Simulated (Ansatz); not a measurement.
CoSi6. Total charge 0; doublet. Geometry r2SCAN-D4/def2-SVP.

Cartesian coordinates in Å:
```
Co -1.318 -0.956 1.397
Si -1.418 -2.017 -0.580
Si 2.808 -0.183 0.267
Si -0.702 2.633 -0.609
Si -1.159 0.358 -0.561
Si 1.099 1.292 -0.109
Si 0.690 -1.127 0.194
```

At PBE-D4/def2-TZVP, revPBE-D4/def2-TZVP, r2SCAN-D4/def2-TZVP, PBE0-D4/def2-TZVP the charge 0 doublet is spin-contaminated (final ⟨S²⟩ up to 1.78, 0.75 for a pure state). No other spin state of charge 0 was run. The geometry of the doublet was relaxed on an unsound state (⟨S²⟩ 1.77, where a pure state has 0.75). Another isomer (quartet) lies 1.62 eV lower at PBE0-D4/def2-TZVP; other spin states weren't run for this one.

(1) Estimate the α-spin orbital energies around the gap (eV) in Ansatz with PBE-D4/def2-TZVP, revPBE-D4/def2-TZVP, r2SCAN-D4/def2-TZVP, PBE0-D4/def2-TZVP.

Answers

(1) 
```json
{"orbital": "HOMO−5", "PBE-D4/def2-TZVP": "-6.52", "revPBE-D4/def2-TZVP": "-6.51", "r2SCAN-D4/def2-TZVP": "-7.22", "PBE0-D4/def2-TZVP": "-8.37"}
{"orbital": "HOMO−4", "PBE-D4/def2-TZVP": "-6.16", "revPBE-D4/def2-TZVP": "-6.11", "r2SCAN-D4/def2-TZVP": "-6.35", "PBE0-D4/def2-TZVP": "-7.04"}
{"orbital": "HOMO−3", "PBE-D4/def2-TZVP": "-5.70", "revPBE-D4/def2-TZVP": "-5.67", "r2SCAN-D4/def2-TZVP": "-6.15", "PBE0-D4/def2-TZVP": "-6.98"}
{"orbital": "HOMO−2", "PBE-D4/def2-TZVP": "-5.53", "revPBE-D4/def2-TZVP": "-5.49", "r2SCAN-D4/def2-TZVP": "-5.79", "PBE0-D4/def2-TZVP": "-6.40"}
{"orbital": "HOMO−1", "PBE-D4/def2-TZVP": "-5.28", "revPBE-D4/def2-TZVP": "-5.23", "r2SCAN-D4/def2-TZVP": "-5.48", "PBE0-D4/def2-TZVP": "-6.02"}
{"orbital": "HOMO", "PBE-D4/def2-TZVP": "-5.23", "revPBE-D4/def2-TZVP": "-5.18", "r2SCAN-D4/def2-TZVP": "-5.36", "PBE0-D4/def2-TZVP": "-5.89"}
{"orbital": "LUMO", "PBE-D4/def2-TZVP": "-4.62", "revPBE-D4/def2-TZVP": "-4.54", "r2SCAN-D4/def2-TZVP": "-4.53", "PBE0-D4/def2-TZVP": "-3.98"}
{"orbital": "LUMO+1", "PBE-D4/def2-TZVP": "-3.10", "revPBE-D4/def2-TZVP": "-3.04", "r2SCAN-D4/def2-TZVP": "-3.15", "PBE0-D4/def2-TZVP": "-2.60"}
{"orbital": "LUMO+2", "PBE-D4/def2-TZVP": "-2.68", "revPBE-D4/def2-TZVP": "-2.63", "r2SCAN-D4/def2-TZVP": "-2.67", "PBE0-D4/def2-TZVP": "-2.12"}
{"orbital": "LUMO+3", "PBE-D4/def2-TZVP": "-2.50", "revPBE-D4/def2-TZVP": "-2.44", "r2SCAN-D4/def2-TZVP": "-2.41", "PBE0-D4/def2-TZVP": "-1.79"}
{"orbital": "LUMO+4", "PBE-D4/def2-TZVP": "-2.15", "revPBE-D4/def2-TZVP": "-2.08", "r2SCAN-D4/def2-TZVP": "-1.98", "PBE0-D4/def2-TZVP": "-1.40"}
{"orbital": "LUMO+5", "PBE-D4/def2-TZVP": "-1.95", "revPBE-D4/def2-TZVP": "-1.88", "r2SCAN-D4/def2-TZVP": "-1.74", "PBE0-D4/def2-TZVP": "-1.08"}
{"orbital": "β HOMO", "PBE-D4/def2-TZVP": "-4.93", "revPBE-D4/def2-TZVP": "-4.90", "r2SCAN-D4/def2-TZVP": "-5.27", "PBE0-D4/def2-TZVP": "-5.86"}
{"orbital": "β LUMO", "PBE-D4/def2-TZVP": "-4.40", "revPBE-D4/def2-TZVP": "-4.31", "r2SCAN-D4/def2-TZVP": "-3.87", "PBE0-D4/def2-TZVP": "-2.69"}
```
